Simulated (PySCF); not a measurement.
The calculation used PBE0-D3(BJ)/def2-SVP geometry optimisation, gas phase (PySCF). One conformer each, none proved a minimum here. Atom numbers follow the mapped SMILES.

**Question.** Order the C–O distances, shortest first.
A. O7–C8 in `[CH3:1][S@:2](=[O:3])[c:4]1[cH:5][n:6][o:7][cH:8]1` with C1–S2–C4–C5 -72°
B. C2–O4 in `[CH3:1][C:2](=[O:3])[O:4][c:5]1[cH:6][cH:7][s:8][cH:9]1` with C1–C2–O4–C5 179°, C2–O4–C5–C6 180°
C. C3–O9 in `[CH3:1][CH2:2][C@:3]12[CH2:4][CH2:5][C@H:6]([CH2:7][CH2:8]1)[O:9]2` with C1–C2–C3–C4 65°

**Answer.** A (1.329 Å), B (1.352 Å), C (1.428 Å).

- 1.329 Å: aromatic, ring oxygen to aromatic CH next to a ring oxygen, in a 5-membered ring
- 1.352 Å: drawn single, ends: ester carbonyl carbon; ester single-bonded oxygen
- 1.428 Å: drawn single, sp3 carbon bound to oxygen to cyclic ether oxygen, in a 5-membered ring

**Question.** Order the C–C distances, shortest first.
A. C4–C5 in `[CH3:1][CH2:2][C@:3]12[CH2:4][CH2:5][C@H:6]([CH2:7][CH2:8]1)[O:9]2` with C1–C2–C3–C4 65°
B. C5–C6 in `[CH3:1][C:2](=[O:3])[O:4][c:5]1[cH:6][cH:7][s:8][cH:9]1` with C1–C2–O4–C5 179°, C2–O4–C5–C6 180°
C. C1–C2 in `[CH2:1]=[CH:2][O:3][C:4](=[CH2:5])[C:6]([CH3:7])([CH3:8])[CH3:9]` with C1–C2–O3–C4 149°, C2–O3–C4–C5 -22°
D. C1–C2 in `[CH3:1][C:2]#[N+:3][GaH3-:4]`

**Answer.** C (1.331 Å), B (1.425 Å), D (1.447 Å), A (1.544 Å).

- 1.331 Å: drawn double, terminal =CH2 carbon to vinylic carbon bearing oxygen
- 1.425 Å: aromatic, aromatic carbon bearing oxygen to aromatic CH carbon, in a 5-membered ring
- 1.447 Å: drawn single, ends: methyl carbon; triply bonded carbon
- 1.544 Å: drawn single, both ends ring CH2 carbon, in a 5-membered ring

**Question.** Order these C–C–O angles, narrowest first.
A. C4–C8–O7 in `[CH3:1][S@:2](=[O:3])[c:4]1[cH:5][n:6][o:7][cH:8]1` with C1–S2–C4–C5 -72°
B. C1–C2–O3 in `[CH2:1]=[CH:2][O:3][C:4](=[CH2:5])[C:6]([CH3:7])([CH3:8])[CH3:9]` with C1–C2–O3–C4 149°, C2–O3–C4–C5 -22°
C. O4–C5–C6 in `[CH3:1][C:2](=[O:3])[O:4][c:5]1[cH:6][cH:7][s:8][cH:9]1` with C1–C2–O4–C5 179°, C2–O4–C5–C6 180°
D. C7–C6–O9 in `[CH3:1][CH2:2][C@:3]12[CH2:4][CH2:5][C@H:6]([CH2:7][CH2:8]1)[O:9]2` with C1–C2–C3–C4 65°

**Answer.** D (102.7°), A (109.4°), C (117.4°), B (122.2°).
